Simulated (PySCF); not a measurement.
# Si²⁺ (silicon, charge +2) across methods

[Ne] 3p2, high-spin 3P determinant (an excited configuration). Calculation: PySCF 2.14, in aug-cc-pV(T+d)Z (6s5p4d2f, 55 functions); the non-relativistic Hamiltonian (point nucleus).

```tsv
method	E (hartree)	mean ε 2p α (eV)	mean ε 2p β (eV)	mean ε 3p α (eV)	Σ⟨r²⟩ (bohr²)	⟨S²⟩
UHF	-287.44466	-140.56	-139.68	-25.922	14.41	2.000
PW91	-287.9206	-120.06	-119.63	-22.785	13.92	2.000
wB97M-V	-287.9145	-127.53	-127.04	-25.478	14.10	2.000
r2SCAN	-287.9140	-121.86	-121.43	-22.874	13.95	2.000
LC-wPBE	-287.8145	-125.70	-125.30	-26.283	13.87	2.000
LDA	-286.7714	-119.81	-119.38	-22.642	13.87	2.000
M06-L	-287.9309	-121.85	-121.47	-22.658	13.78	2.000
PBE0	-287.8093	-125.33	-124.80	-23.654	14.01	2.000
PBE	-287.7933	-119.85	-119.43	-22.722	13.93	2.000
```
